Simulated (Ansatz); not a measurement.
Correlation energies of `[OH][Al]1[CH2][GaH]1` by basis set

Z-matrix (Å, degrees):
```
C
Al 1 1.924
Ga 1 2.039 2 74.9
H 1 1.118 2 94.3 3 -94.7
H 1 1.090 2 140.9 3 138.5
O 2 1.693 1 138.8 3 -166.6
H 3 1.573 1 132.2 2 163.7
H 6 0.956 2 124.1 1 -178.8
```

Total charge 0; spin multiplicity 1. Correlated methods include outer-core shells of Ga, which these sets cover unevenly. Scalar relativity is left out up to krypton. Geometry: relaxed with PBE0-D4/def2-TZVP. It is one conformer, not always the lowest. Frozen core, restricted reference, the Gaussian-basis code of Ansatz.

| basis | HF (Eh) | MP2 corr. | CCSD corr. | (T) | CCSD(T) total |
| --- | --- | --- | --- | --- | --- |
| def2-SVP | -2279.79586 | ? | -0.61833 | -0.02075 | ? |
| def2-TZVPP | ? | -0.71474 | -0.73109 | ? | ? |
| def2-QZVPP | ? | -0.99839 | – | – | – |

Task: Fill in the withheld values. (Best estimate.)

Result: The calculation gave: def2-SVP MP2 corr.: -0.59982; def2-SVP CCSD(T) total: -2280.43494; def2-TZVPP HF (Eh): -2280.27346; def2-TZVPP (T): -0.03196; def2-TZVPP CCSD(T) total: -2281.03651; def2-QZVPP HF (Eh): -2280.32596.
